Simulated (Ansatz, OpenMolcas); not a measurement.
How methods differ on AlF3 (SMILES F[Al](F)F)

The species is AlF3 (4 atoms), meant as a singlet with charge 0. As SMILES, `F[Al](F)F`. Geometry: relaxed at PBE0-D4/def2-TZVP.

Quantity: the HOMO–LUMO gap, in eV. The values are calculated.

```json
{"level": "SVWN5/6-311+G**", "kind": "LDA", "program": "OpenMolcas", "value (eV)": "7.18", "CPU time": "11 s"}
{"level": "M06-L/6-311+G**", "kind": "meta-GGA", "program": "OpenMolcas", "value (eV)": "8.25", "CPU time": "17 s"}
{"level": "TPSS/6-311+G**", "kind": "meta-GGA", "program": "OpenMolcas", "value (eV)": "7.52", "CPU time": "17 s"}
{"level": "r2SCAN/6-311+G**", "kind": "meta-GGA", "program": "Ansatz", "value (eV)": "8.18", "CPU time": "6.4 s"}
{"level": "wB97M-V/6-311+G**", "kind": "range-separated hybrid", "program": "Ansatz", "value (eV)": "14.00", "CPU time": "37 s"}
{"level": "wB97X/6-311+G**", "kind": "range-separated hybrid", "program": "Ansatz", "value (eV)": "14.64", "CPU time": "14 s"}
{"level": "B2PLYP/6-311+G**", "kind": "double hybrid", "program": "Ansatz", "value (eV)": "13.04", "CPU time": "6.3 s"}
{"level": "PBE-QIDH/6-311+G**", "kind": "double hybrid", "program": "Ansatz", "value (eV)": "15.06", "CPU time": "5.7 s"}
```

The values span 7.18 to 15.06 eV. Orbital gaps aren't excitation energies, and those of double hybrids come from the SCF part alone. CPU times are rough (shared hosts, several kinds of processor): they show what a rung costs within a factor of a few.
